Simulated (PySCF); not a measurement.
Molecule: `FC(C(C)=O)(F)F`, C₃H₃F₃O.

Numbering as in the mapped SMILES `[CH3:1][C:2](=[O:3])[C:4]([F:5])([F:6])[F:7]`; H(Xn) means a hydrogen on atom n.

Geometry PBE0-D3(BJ)/def2-SVP throughout; GIAO in PySCF 2.14.0 with density-fitted response routines, gas phase, one conformer, non-relativistic; equivalent atoms averaged; basis pcSseg-2.

For orientation, mPW1PW91 gives these absolute shieldings σ: C2 -19.3, C4 58.8, C1 158.4, O3 -347.7, F5/F6/F7 267.7, H(C1) 28.93 ppm.

A run gave: C2 -23.2, C4 55.9, C1 157.6, O3 -348.3, F5/F6/F7 267.4, H(C1) 28.94 ppm (absolute shieldings σ).

Task: Which functional was used in that run?
A. HF
B. OPBE
C. BHandHLYP
D. B3LYP
E. CAM-B3LYP

Result: E. C4 tells them apart best: CAM-B3LYP gives 55.9, BHandHLYP gives 64.4, OPBE gives 59.8, HF gives 83.3, B3LYP gives 52.9 ppm.
